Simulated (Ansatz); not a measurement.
Species: CdCl, net charge 0, doublet state. SMILES of the parent species: [Cl][Cd]
Geometry from a B3LYP-D3(BJ)/def2-TZVP (Ansatz, a first-principles code) optimisation:
```
Cd
Cl 1 2.3992
```
Charge 0, spin multiplicity 2.

Property: size of the dipole moment, in D. Terms: LANL2DZ with its own core potentials from Na on; UHF or UKS for open shells; def2 sets with scalar-relativistic core potentials past Kr; STO-3G and 3-21G all-electron and non-relativistic; spin-orbit terms left out; 6-31G* and kin with 6d, 5d where marked. Ab initio and DFT rows: single points at B3LYP-D3(BJ) geometries (Ansatz). The spin state of an ion or metal species was assumed, not searched.

| level | program | size of the dipole moment (D) |
|---|---|---|
| SVWN5/6-31G* with LANL2DZ past Ar | Ansatz | 3.66 |
| PBE/def2-SVP | Ansatz | 2.88 |
| PBE/6-31G* with LANL2DZ past Ar | Ansatz | 3.77 |
| BLYP/6-31G* with LANL2DZ past Ar | Ansatz | 3.63 |
| B3LYP/STO-3G | Ansatz | 4.57 |
| B3LYP/3-21G | Ansatz | 4.24 |
| B3LYP/def2-SVP | Ansatz | 3.10 |
| B3LYP/6-31G* with LANL2DZ past Ar | Ansatz | 3.92 |
| PBE0/6-31G* with LANL2DZ past Ar | Ansatz | 4.08 |

No value to compare with is used here. The 9 habitual levels span 2.88 (PBE/def2-SVP) to 4.57 D (B3LYP/STO-3G).

The levels are drawn from those run, B3LYP/6-31G* more often than the rest, none by its result; runs whose electronic state is in doubt are left out.
